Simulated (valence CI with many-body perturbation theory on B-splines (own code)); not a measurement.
## Er XVIII in brief

Level of theory: configuration interaction combined with many-body perturbation theory (CI+MBPT): five valence electrons over a frozen Dirac-Fock core [Kr] 4d10, radial functions for each j: 7 s, 7 p, 7 d, 7 f, 4 g, 2 h, with the one-electron correlation potential Σ1 (screened to all orders), the two-electron term Σ2, the three-electron term Σ3, Breit, model QED; selected single and double excitations, second order for the rest, scaled by the run's own slope (own B-spline code, finite nucleus).

No measured spectrum was set against this ion. As an estimate, terms of the open shell hold to a few per cent of their energy, and close levels can change places. Among the levels kept, up to 1100 cm⁻¹ of a level comes from second order outside the variational space, and about a tenth of that is noise between levels of different J, which matters for small intervals.

Rates and lifetimes use the calculated energies. Strong lines usually hold to 10 to 20 %, long lifetimes can be off by a factor of two.

**Question.** What is the ground level?

**Answer.** 4f5 6H°_5/2, composition 88 % 4f5 6H° + 11 % 4f5 4G°, g = 0.321.

**Question.** How well does LS coupling describe the low levels?

**Answer.** Among the lowest 20 levels the leading LS term, summed over configurations, holds 79 % on average. For single configurations the figures are 78 % in LS and 48 % in jj coupling. Terms mix most in the J = 13/2 level at 40516 cm⁻¹, where the leading one holds 32 %.

**Question.** Where does the other parity begin?

**Answer.** At 4f4 5s 6I_7/2, 148080 cm⁻¹.

**Question.** What is the ionisation energy?

**Answer.** 400.69 eV; NIST lists 415 ± 21 eV (theoretical).

**Question.** Name the longest-lived excited levels whose lifetime is computed, and their main decay.

**Answer.** 4f5 6F°_1/2 at 14132 cm⁻¹ lives 744 s, mostly by E2 to 4f5 6H°_5/2; 4f5 4M°_21/2 at 50702 cm⁻¹ lives 1.15 s, mostly by M1 to 4f5 4M°_19/2; 4f5 6F°_3/2 at 14440 cm⁻¹ lives 1.12 s, mostly by M1 to 4f5 6H°_5/2.
